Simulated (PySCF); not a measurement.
(Cl)2Hf(OSiH2)2O (singlet state).
Bonds: Hf1–Cl2, Hf1–Cl3, Hf1–O4, Hf1–O8, O4–Si5, Si5–O6, O6–Si7, Si7–O8. Hydrogens: H9, H10 on Si5; H11, H12 on Si7.

Theory: PBE0-D3(BJ)/def2-SVP geometry optimisation, gas phase, def2 core potentials past Kr (PySCF).

Problem. How far are the bound atoms from Hf1?

Solution. 4 atoms: O4 1.927 Å, O8 1.930 Å, Cl3 2.359 Å, Cl2 2.364 Å. The nearest atom not counted as bound is Si5, at 3.33 Å (others tie with it).

Problem. List the angles at Hf1.

Solution. 
```csv
angle,degrees,distance of the outer atoms (Å)
Cl2–Hf1–Cl3,115.1,3.98
Cl2–Hf1–O8,111.6,3.56
Cl2–Hf1–O4,111.3,3.55
Cl3–Hf1–O8,111.2,3.55
Cl3–Hf1–O4,109.3,3.50
O4–Hf1–O8,96.8,2.88
```

Problem. Describe the arrangement about Hf1 in numbers.

Solution. Angles from 96.8° to 115.1°; τ4 = (360° − α − β)/141° = 0.95 with α and β the two widest (0 for a square, 1 for a tetrahedron).

Problem. What are the other bond lengths?

Solution. O4–Si5, Si7–O8 1.675 Å; Si5–O6, O6–Si7 1.660 Å; Si5–H9 and 3 like bonds 1.484 Å.

Problem. Give some angles away from the centre.

Solution. Hf1–O4–Si5 135.4°, O4–Si5–O6 106.8°, Si5–O6–Si7 138.6°.

Problem. What are the rotational constants (commonest isotopes, rigid rotor)?

Solution. A = 999.7, B = 494.5, C = 466.2 MHz: an asymmetric top.

Point group: near C2v, missed by 0.14 Å at most; the miss may be what the optimiser left on a soft mode. Charge 0, singlet. Whether it is a minimum is left open (no frequencies).

Hardware: Intel Xeon Platinum 8488C, one thread, shared host with 96 logical CPUs at a one-minute load of 46. Cost: 4.1 min wall, 0.73 GiB resident at most. This is the geometry optimisation.
